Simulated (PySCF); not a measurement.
InB: one state, many levels of theory

State: ³Π (triplet), unpaired electrons σ ↑, π ↑. Set-up: PySCF, scalar-relativistic core potentials, basis sets In aug-cc-pVDZ-PP with ECP28, B aug-cc-pVDZ. De refers to In + B in their high-spin ground configurations, without counterpoise correction. The functionals are run spin-unrestricted. A positive dipole means In(−)B(+).

```csv
Level,Re (Å),ωe (cm⁻¹),De (eV),μ (D),"CPU s a point (SCF and correlation, without the integrals)"
UHF,2.451,383,0.94,-1.89,0.21
UHF-MP2,2.437,394,1.42,n/a,0.35
UHF-SCS-MP2,2.443,392,1.26,n/a,n/a
UHF-CCSD,2.456,371,1.32,n/a,n/a
UHF-CCSD(T),2.458,368,1.41,n/a,11
PBE,2.463,350,1.91,-1.88,0.66
revPBE,2.485,339,1.76,-1.96,0.44
r²SCAN,2.437,371,1.87,-1.68,1
PBE0,2.435,374,1.76,-1.91,1.1
M06,2.467,361,1.78,-2.13,1.1
M06-2X,2.457,371,1.53,-2.20,1.2
```

(1) Which functional lies closest to UHF-CCSD(T) in De, which farthest, and by how much do they differ from it?

(2) What does a quarter of exact exchange do here, going from PBE to PBE0?

(3) What does the step from GGA to meta-GGA do here, going from PBE to r²SCAN?

Correlated steps freeze 5 core orbitals. Correlated levels converge slowly with the basis: in double zeta they bind strong bonds too weakly, by up to about 1 eV, and carry superposition errors of some tenths. These are scalar-relativistic numbers at best; spin–orbit coupling would shift them, the dissociation energy most. The state is the lowest determinant that a PBE0 search found; another state may lie lower at other levels.

The whole job (state search and all levels along the bond) took about 3.5 min on 1 thread of Arm Neoverse V1 (shared host), peak memory 0.76 GiB.

## Answers

(1) Closest is M06-2X (-0.1 pm in Re, +0.8 % in ωe, +0.12 eV in De against UHF-CCSD(T) in the same basis), farthest PBE (+0.5 pm in Re, -4.9 % in ωe, +0.50 eV in De). CCSD(T) converges more slowly with the basis than the functionals do and binds too weakly in this one, so the order can change at the basis-set limit.

(2) PBE0 less PBE: -2.8 pm in Re, +6.9 % in ωe, -0.15 eV in De. Exact exchange removes part of the self-interaction that spreads semilocal densities, and in most molecules shortens and stiffens the bond and lowers De; so it does here.

(3) r²SCAN less PBE: -2.6 pm in Re, +6.0 % in ωe, -0.04 eV in De.
